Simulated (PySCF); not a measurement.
**How methods differ on the excitation energy of Cd⁺**

Cd⁺ [Kr] 4d10 5s1 (2S) → Cd⁺ [Kr] 4d10 5d1 (2D), as a difference of total energies. Calculation: PySCF 2.14, in x2c-TZVPPall with one added diffuse shell each of s, p, d, f type (9s7p7d3f1g, 95 functions); the spin-free X2C one-electron Hamiltonian (Gaussian nucleus). Correlated levels: valence and next inner shell: [Ar] 3d10 frozen. The calculations carry no spin-orbit coupling.

Problem. Order these methods by the excitation energy they give, lowest first.
A. MP2 (valence and next inner shell)
B. UHF
C. SCS-MP2 (valence and next inner shell)
D. CCSD (valence and next inner shell)

Solution. B (9.982 eV), D (10.942 eV), C (10.973 eV), A (11.176 eV).

Errors of the correlated levels include the incompleteness of this basis and the frozen core.

For comparison: 11.132 eV (measured; NIST levels, between the centres of gravity of the two terms).
